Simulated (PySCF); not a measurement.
**IO⁺: energy against distance**

Set-up: PySCF, scalar-relativistic core potentials, basis sets I def2-SVP with ECP28, O def2-SVP. Energies in eV from I⁺ + O in their ground configurations at the same level. State: ³Σ⁻ (triplet), unpaired electrons π ↑↑.

All columns are PBE0. A positive dipole points towards O; it is taken about the centre of mass and depends on that origin.

```
R (Å)  E (eV)  μ (D)  Mulliken charge on I (basis-dependent)  HOMO (eV)  LUMO (eV)  Mayer bond order  ⟨S²⟩
1.581  -1.253  -2.03                                    1.22     -15.68     -11.62              2.02  2.01
1.655  -2.239  -2.01                                    1.20     -15.87     -11.80              2.00  2.01
1.729  -2.765  -1.93                                    1.17     -16.05     -11.98              1.99  2.01
1.784  -2.943  -1.85                                    1.15     -16.16     -12.10              1.98  2.01
1.839  -2.986  -1.74                                    1.13     -16.26     -12.21              1.96  2.01
1.894  -2.928  -1.60                                    1.10     -16.33     -12.32              1.94  2.01
1.968  -2.740  -1.39                                    1.07     -16.39     -12.44              1.91  2.01
2.060  -2.393  -1.08                                    1.02     -16.40     -12.57              1.86  2.02
2.170  -1.902  -0.64                                    0.96     -16.26     -12.68              1.76  2.03
2.317  -1.252   0.07                                    0.87     -15.90     -12.74              1.53  2.08
```

A fit through these points gives, at Re = 1.832 Å, μ = -1.75 D and dμ/dR = 2.18 D/Å; the reduced mass is 14.2 u.

Q: How strong is the fundamental in the double-harmonic approximation, I = 42.26·(dμ/dR)²/μred km/mol?

A: I = 42.26·(2.18)²/14.2 = 14.1 km/mol at PBE0.

These are scalar-relativistic numbers at best; spin–orbit coupling would shift them, the dissociation energy most. For an ion De counts to the pair picked by the measured ionisation energies or electron affinities, which need not be the lowest pair at this level. The state is the lowest determinant that a PBE0 search found; another state may lie lower at other levels.
